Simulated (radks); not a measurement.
Task: The mean radii <r> (bohr) of the occupied orbitals of an atom or ion are listed with their occupations. All-electron calculation, Dirac Kohn-Sham, PBEsol, spin-unpolarised, spherical densities, finite nucleus; Fermi nuclear charge, rms radius of each element as measured or else 0.836 A^(1/3) + 0.57 fm. Program: a radial shooting solver on a logarithmic mesh with Libxc functionals.

| orbital | occ. | <r> |
|---|---|---|
| 1s1/2 | 2 | 0.03708 |
| 2s1/2 | 2 | 0.1624 |
| 2p1/2 | 2 | 0.1387 |
| 2p3/2 | 4 | 0.1431 |
| 3s1/2 | 2 | 0.4586 |
| 3p1/2 | 2 | 0.4552 |
| 3p3/2 | 4 | 0.4657 |
| 3d3/2 | 4 | 0.4506 |
| 3d5/2 | 6 | 0.4541 |
| 4s1/2 | 2 | 1.213 |
| 4p1/2 | 2 | 1.347 |
| 4p3/2 | 4 | 1.379 |
| 4d3/2 | 2 | 2.128 |
| 5s1/2 | 1 | 3.413 |

Name the element and its charge. Open shells, if any, fill j = l - 1/2 first.

Result: Z = 40, zirconium, charge +1: Zr+ in [Kr] 4d2 5s1. The 1s radius gives Z: for a bare nucleus <r> = (2 gamma + 1)/(2Z) with gamma = sqrt(1 - (Z/c)^2), 0.03641 bohr for Z = 40, and screening makes it slightly larger (0.03708 here). The occupations add up to 39, and the charge is Z minus that.
